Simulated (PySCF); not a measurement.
# C₆ coefficients of unlike pairs at BHandHLYP

Calculated with PySCF 2.14 from the dipole response of each species, C₆(A,B) = (3/π) ∫ α_A(iu) α_B(iu) du, in atomic units, from isotropic polarisabilities. For ions this is the dispersion term alone; charge-induced terms of lower order in 1/R come first.

| species | configuration | basis | relativity | α (bohr³) | C₆ (like pair) |
| --- | --- | --- | --- | --- | --- |
| S³⁺ | [Ne] 3s2 3p1 (2P) | aug-cc-pV(D+d)Z (5s4p3d) | none | 5.362 | 14.17 |
| Nb⁺ | [Kr] 4d4 (5D) | def2-TZVPPD with the def2 core potential (28 electrons) (6s4p3d2f1g) | core potential | 22.09 | 130.2 |
| S⁺ | [Ne] 3s2 3p3 (4S) | dyall-av2z (13s9p2d) | none | 10.85 | 54.46 |
| Ne³⁺ | [He] 2s2 2p3 (4S) | aug-cc-pCVTZ-DK (7s6p4d2f) | spin-free X2C | 0.6735 | 0.5910 |

Problem. Estimate C₆ for Nb⁺ with S³⁺.

Solution. The integral gives 42.25. The combination rule 2 C_A C_B / (C_A α_B/α_A + C_B α_A/α_B) gives 41.00 and the geometric mean 42.95.

No spin-orbit coupling is included.

The other pairs:

| pair | C₆ |
| --- | --- |
| S⁺, Nb⁺ | 82.93 |
| Ne³⁺, S³⁺ | 2.549 |
| Ne³⁺, S⁺ | 4.877 |
| Ne³⁺, Nb⁺ | 7.512 |
| S⁺, S³⁺ | 27.75 |
